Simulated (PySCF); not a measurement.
## `N#Cc1ccccc[cH+]1`, [C$_{8}$H$_{6}$N]+, charge +1

Molfile (atoms numbered from 1):
```
C8H6N
     RDKit          3D

 15 15  0  0  0  0  0  0  0  0999 V2000
    3.8920   -0.6736   -0.1906 N   0  0  0  0  0  0  0  0  0  0  0  0
    2.7523   -0.4552   -0.1775 C   0  0  0  0  0  0  0  0  0  0  0  0
    1.3390   -0.1854   -0.1616 C   0  0  0  0  0  0  0  0  0  0  0  0
    0.9588    1.1758   -0.1538 C   0  0  0  0  0  0  0  0  0  0  0  0
   -0.3258    1.7277   -0.1394 C   0  0  0  0  0  0  0  0  0  0  0  0
   -1.5696    1.0774   -0.1289 C   0  0  0  0  0  0  0  0  0  0  0  0
   -1.8295   -0.2984   -0.1300 C   0  0  0  0  0  0  0  0  0  0  0  0
   -0.9090   -1.3580   -0.1417 C   0  0  0  0  0  0  0  0  0  0  0  0
    0.4885   -1.3138   -0.1558 C   0  0  0  0  0  0  0  0  0  0  0  0
    1.7853    1.8941   -0.1601 H   0  0  0  0  0  0  0  0  0  0  0  0
   -0.3623    2.8226   -0.1360 H   0  0  0  0  0  0  0  0  0  0  0  0
   -2.4485    1.7314   -0.1186 H   0  0  0  0  0  0  0  0  0  0  0  0
   -2.8865   -0.5865   -0.1203 H   0  0  0  0  0  0  0  0  0  0  0  0
   -1.3433   -2.3638   -0.1398 H   0  0  0  0  0  0  0  0  0  0  0  0
    0.9957   -2.2843   -0.1634 H   0  0  0  0  0  0  0  0  0  0  0  0
  1  2  3  0
  2  3  1  0
  3  4  2  0
  4  5  1  0
  5  6  2  0
  6  7  1  0
  7  8  2  0
  8  9  1  0
  9  3  1  0
  4 10  1  0
  5 11  1  0
  6 12  1  0
  7 13  1  0
  8 14  1  0
  9 15  1  0
M  CHG  1   9   1
M  END
```

Computed with PySCF, UKS B3LYP/def2-SV(P) four-point reorganisation energy, gas phase. Geometry: B3LYP/def2-SV(P).

Question: What is the inner reorganisation energy for electron transfer, with the electron affinity?

Answer: λ = 0.129 (surface of the reduced species) + 0.124 (surface of the starting species) = 0.253 eV. The electron affinity is 6.59 eV vertical and 6.72 eV adiabatic without zero-point energy; at the relaxed geometry of the reduced species the two energies differ by 6.85 eV. Largest bond changes: C7–C8 1.404 → 1.447 Å, C5–C6 1.404 → 1.447 Å, C6–C7 1.400 → 1.365 Å, C8–C9 1.398 → 1.374 Å, C4–C5 1.398 → 1.374 Å. ⟨S²⟩ of the relaxed reduced species 0.770.
